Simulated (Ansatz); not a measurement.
Species: ZnH, charge 0, multiplicity 2. The spin state was set by rule; other spins were not relaxed. 
Structure (B3LYP-D3(BJ)/def2-TZVP (Ansatz, a program for electronic structure) minimum search):
```xyz
2

Zn     0.0000     0.0000    -0.0527
H      0.0000     0.0000     1.5801
```
Charge 0, spin multiplicity 2.

Total electronic energies in hartree. Cores are frozen in the correlated levels unless marked. UHF or UKS for open shells. Spin-orbit coupling is left out. Frozen are the shells of the preceding noble gas and the d and f shells that filled before the atom's block. No relativistic terms. FCI takes restricted orbitals. CBS(X,Y): correlation extrapolated as X^-3; Hartree-Fock from the larger set. The program attaches cautions to a run behind MP2/STO-3G: large difference.

| level | program | energy (Eh) |
|---|---|---|
| HF/6-31G* | Ansatz | -1778.01358 |
| HF/def2-SVPD | Ansatz | -1778.09508 |
| HF/def2-TZVPPD | Ansatz | -1778.33825 |
| PBE-D3(BJ)/def2-TZVPD | Ansatz + dftd3 | ___ |
| revPBE-D4/def2-TZVPD | Ansatz + dftd4 | ___ |
| r2SCAN/def2-TZVPD | Ansatz | -1779.91888 |
| B3LYP/def2-TZVPD | Ansatz | -1779.99136 |
| PBE0/def2-SVP | Ansatz | -1779.41749 |
| HSE06-D4/def2-TZVPD | Ansatz + dftd4 | -1779.68232 |
| MP2/STO-3G | Ansatz | -1758.01346 |
| MP2/6-31G | Ansatz | -1778.21863 |
| MP2/def2-SVP | Ansatz | -1778.37831 |
| SCS-MP2/def2-QZVPPD | Ansatz | -1778.85028 |
| FCI/STO-3G | Ansatz | -1758.02275 |
| CCSD(T)/CBS(def2-TZVPPD,def2-QZVPPD) | Ansatz | -1778.9077 |

Some entries are withheld; supply them.


- PBE-D3(BJ)/def2-TZVPD, energy (Eh): -1779.66589
- revPBE-D4/def2-TZVPD, energy (Eh): -1779.82211
